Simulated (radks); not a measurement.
Task: The erbium ion Er65+, [He] 2s1. Method: non-relativistic Kohn-Sham, exchange-only B88, spin-polarised, spherical densities, point nucleus; computed with a radial shooting solver on a logarithmic mesh with Libxc functionals. Every spin shell is full or empty, so the densities are truly spherical. Functionals are evaluated on that one density, not self-consistently. Rank these exchange functionals by their error against the exact value of the orbitals, and give that value: LDA, PBEsol, RPBE, OPTX, WC, EV93, APBE, TPSS, revTPSS, SCAN, MS2, Tao-Mo, MVS.

Result: Exact: -48.7199 hartree. From best to worst, with 100 (|E| - |E exact|)/|E exact| (equal figures are ties): APBE +0.14, RPBE +0.15, revTPSS +0.20, OPTX -0.25, SCAN -0.26, MS2 +0.31, TPSS +0.34, Tao-Mo +0.42, MVS -0.46, WC -3.36, EV93 +4.06, PBEsol -5.61, LDA -13.16.
